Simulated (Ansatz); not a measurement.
Gas-phase electronic energies from Ansatz, PBE0-D4/def2-TZVP geometries. CCSD(T)/CBS is the MP2 limit (def2-TZVPP, def2-QZVPP) plus CCSD(T) − MP2 in def2-TZVPP, frozen cores. Functionals use def2-TZVPP. B3LYP here is the variant with VWN-RPA as its local correlation; programs differ in this. Elements past krypton have def2 core potentials. For Sn outer-core shells are correlated without core-valence functions, which leaves a few kJ/mol of doubt a bond. Each species was taken in one conformer, which may not be the lowest.

Reaction (redistribution): `C[S][SnH2][S]C` + `[SiH3]S` → `C[S][SnH3]` + `CS[SiH2]S`

Task: Is it downhill or uphill in electronic energy at CCSD(T)/CBS, and by how much? (Best estimate.)

Result: Computed: Nearly level: ΔE = +0.9 kJ/mol.

Task: What do these levels give: PBE-D4, PBE0-D4, B3LYP-D4, ωB97X-V, ωB97M-V, r2SCAN? (Estimate.)

Result: Ansatz gave: PBE-D4 -6.3, PBE0-D4 -7.4, B3LYP-D4 -2.6, ωB97X-V -6.4, ωB97M-V -7.1, r2SCAN -7.6 kJ/mol.

Largest T1 diagnostic among the species: 0.012.
